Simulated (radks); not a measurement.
The antimony anion Sb3-, [Xe], held by a Watson sphere: a shell of charge +3 at radius R that stands for the Madelung well of a crystal (potential energy -3/R inside, -3/r outside, in hartree with lengths in bohr). Method: scalar-relativistic Kohn-Sham, LB94 model potential, spin-polarised, spherical densities, finite nucleus; Fermi nuclear charge, rms radius of each element as measured or else 0.836 A^(1/3) + 0.57 fm; computed with a radial shooting solver on a logarithmic mesh with Libxc functionals. Response by self-consistent Sternheimer equations with the Hartree and adiabatic LDA kernel, the relativistic mass of each level held fixed and spin-orbit coupling left out. The sphere does not respond.

[
 {"R (bohr)": "2.4", "e(4d) (eV)": "-40.183", "e(5s) (eV)": "-19.658", "e(5p) (eV)": "-11.187", "<r> 5p (bohr)": "2.706", "sum of <r^2> (bohr^2)": "82.17", "X-ray form factor at sin(theta)/lambda = 0.2 1/angstrom": "41.116", "alpha (bohr^3)": "45.45"},
 {"R (bohr)": "2.61", "e(4d) (eV)": "-39.391", "e(5s) (eV)": "-18.881", "e(5p) (eV)": "-10.721", "<r> 5p (bohr)": "2.786", "sum of <r^2> (bohr^2)": "85.61", "X-ray form factor at sin(theta)/lambda = 0.2 1/angstrom": "41.032", "alpha (bohr^3)": "51.39"},
 {"R (bohr)": "2.7", "e(4d) (eV)": "-39.109", "e(5s) (eV)": "-18.565", "e(5p) (eV)": "-10.516", "<r> 5p (bohr)": "2.821", "sum of <r^2> (bohr^2)": "87.12", "X-ray form factor at sin(theta)/lambda = 0.2 1/angstrom": "41.003", "alpha (bohr^3)": "54.25"},
 {"R (bohr)": "2.89", "e(4d) (eV)": "-38.593", "e(5s) (eV)": "-17.932", "e(5p) (eV)": "-10.080", "<r> 5p (bohr)": "2.894", "sum of <r^2> (bohr^2)": "90.33", "X-ray form factor at sin(theta)/lambda = 0.2 1/angstrom": "40.955", "alpha (bohr^3)": "60.92"},
 {"R (bohr)": "3.96", "e(4d) (eV)": "-36.640", "e(5s) (eV)": "-15.197", "e(5p) (eV)": "-7.799", "<r> 5p (bohr)": "3.279", "sum of <r^2> (bohr^2)": "108.7", "X-ray form factor at sin(theta)/lambda = 0.2 1/angstrom": "40.901", "alpha (bohr^3)": "117.3"},
 {"R (bohr)": "4.47", "e(4d) (eV)": "-35.950", "e(5s) (eV)": "-14.280", "e(5p) (eV)": "-6.893", "<r> 5p (bohr)": "3.442", "sum of <r^2> (bohr^2)": "117.4", "X-ray form factor at sin(theta)/lambda = 0.2 1/angstrom": "40.933", "alpha (bohr^3)": "158.1"},
 {"R (bohr)": "4.89", "e(4d) (eV)": "-35.446", "e(5s) (eV)": "-13.655", "e(5p) (eV)": "-6.239", "<r> 5p (bohr)": "3.567", "sum of <r^2> (bohr^2)": "124.7", "X-ray form factor at sin(theta)/lambda = 0.2 1/angstrom": "40.960", "alpha (bohr^3)": "200.6"}
]
